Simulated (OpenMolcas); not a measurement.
# Cr4+, Mo4+, W4+: d2 down the group

```yaml
Program: OpenMolcas 26.06
Method: SS-RASPT2, IPEA 0.25 Eh, imaginary shift 0.1 Eh
Basis: ANO-RCC-VTZP
Scalar_Hamiltonian: DKH2, point nucleus
Spin-orbit_coupling: RASSI with atomic mean-field integrals over the reference wave functions, term energies averaged over their components
```

Active space for each ion: 8 electrons in 8 orbitals (RAS1 p, at most 2 holes; RAS2 d); closed shells correlated by CASPT2: Cr4+ 3s; Mo4+ 4s; W4+ 5s.

Computed levels in cm-1 above 3F2:

```
                               Level   Cr4+   Mo4+    W4+
                                 3F3    534   1629   6910
                                 3F4   1214   3460  12570
                                 1D2  13320  10210  14430
                                 3P0  16100  11520  13570
                                 3P1  16290  12190  17530
                                 3P2  16700  13750  24210
                                 1G4  22320  16590  23940
                                 1S0  51470  37620  44860
weight of 3F in the lowest level (%)    100     98     88
```

Mixed levels, with the weight of the term that names them: W4+ 1D2 (58 %), W4+ 3P2 (67 %).

Measured, with the error of the calculation in %. Measured levels: Cr4+ from Sugar and Corliss, J. Phys. Chem. Ref. Data 6, 317 (1977); Mo4+ from Sugar and Musgrove, J. Phys. Chem. Ref. Data 17, 155 (1988); W4+ from the list in J. Phys. B 45, 065001 (2012).

| Level | Cr4+ | Mo4+ | W4+ |
| --- | --- | --- | --- |
| 3F3 | 508 (+5.1) | 1578 (+3.2) |  |
| 3F4 | 1142 (+6.3) | 3357 (+3.1) | 11519 (+9.1) |
| 1D2 | 13188 (+1.0) | 10190 (+0.1) | 13742 (+5.0) |
| 3P0 | 15492 (+3.9) | 11161 (+3.2) | 12839 (+5.7) |
| 3P1 | 15677 (+3.9) | 11807 (+3.2) | 16331 (+7.3) |
| 3P2 | 16041 (+4.1) | 13408 (+2.5) | 22615 (+7.0) |
| 1G4 | 22019 (+1.4) | 16354 (+1.5) | 22346 (+7.1) |
| 1S0 | 51146 (+0.6) | 37738 (-0.3) | 43110 (+4.1) |

The fine-structure level 3F4 changes by a factor of 10.4 from Cr4+ to W4+.

Without spin-orbit coupling 1D lies 12660, 8520, 7310 cm-1 above 3F in that order; the difference to the level 1D2, of either sign, comes from spin-orbit coupling, which also lowers the zero.

CASPT2 does not keep the components of a term degenerate, so their means are used; among the terms shown or strongly mixed into the levels shown the widest spread is 450 cm-1 (4d2 1G, Mo4+). Active for correlation alone: 3p; no level in the range computed is led by a configuration that opens it, so any true level of that kind is missing (holds for Cr4+). Active for correlation alone: 4p; no level in the range computed is led by a configuration that opens it, so any true level of that kind is missing (holds for Mo4+). Active for correlation alone: 5p; no level in the range computed is led by a configuration that opens it, so any true level of that kind is missing (holds for W4+). Measured partners are found by configuration, term and J. A level has none where our copy of the source lacks it or the pairing is in doubt (some pairs that miss far off the trend of their configuration count as doubtful), and it then counts in no deviation. Only configurations of the active space appear.
